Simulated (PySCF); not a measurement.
SMILES [SiH3]N(C(C)[CH2])C(C)C (C6H16NSi), doublet (GFN2-xTB optimised geometry):

```
24

C     -2.240     0.832     0.562
C     -1.368     0.336    -0.515
C     -1.298     1.294    -1.706
N     -0.030     0.024     0.000
Si     0.532    -1.599     0.000
C      0.640     1.098     0.714
C      1.926     1.513    -0.003
C      0.934     0.732     2.169
H     -2.330     0.262     1.467
H     -2.656     1.820     0.538
H     -1.760    -0.625    -0.882
H     -0.648     0.880    -2.473
H     -2.291     1.436    -2.123
H     -0.906     2.262    -1.403
H      0.025    -2.205    -1.233
H      1.995    -1.599     0.000
H      0.064    -2.392     1.150
H     -0.044     1.955     0.720
H      1.718     1.744    -1.044
H      2.656     0.709     0.032
H      2.353     2.392     0.473
H      1.648    -0.086     2.216
H      1.348     1.590     2.695
H      0.020     0.424     2.670
```

Method: PySCF with unrestricted PBE0/def2-SVP.

### Question
What are the frontier orbital energies (α orbitals alone; a β orbital can be the lowest empty one) and the dipole moment?

### Answer
HOMO-2 -8.92 eV, HOMO-1 -6.67 eV, HOMO -5.78 eV, LUMO 1.20 eV, LUMO+1 1.84 eV; dipole moment 0.99 D.

On the same geometry unrestricted PBE/def2-SVP (PySCF) gives HOMO-2 -7.55 eV, HOMO-1 -5.24 eV, HOMO -4.41 eV, LUMO 0.32 eV, LUMO+1 0.94 eV; dipole moment 0.91 D.

Meta-Löwdin charges at PBE0/def2-SVP: C1 -0.24, C2 0.04, C3 -0.30, N4 -0.46, Si5 0.59, C6 0.05, C7 -0.31, C8 -0.31, H9 0.10, H10 0.10, H11 0.10, H12 0.10, H13 0.10, H14 0.10, H15 -0.11, H16 -0.11, H17 -0.14, H18 0.09, H19 0.10, H20 0.10, H21 0.09, H22 0.10, H23 0.10, H24 0.10.
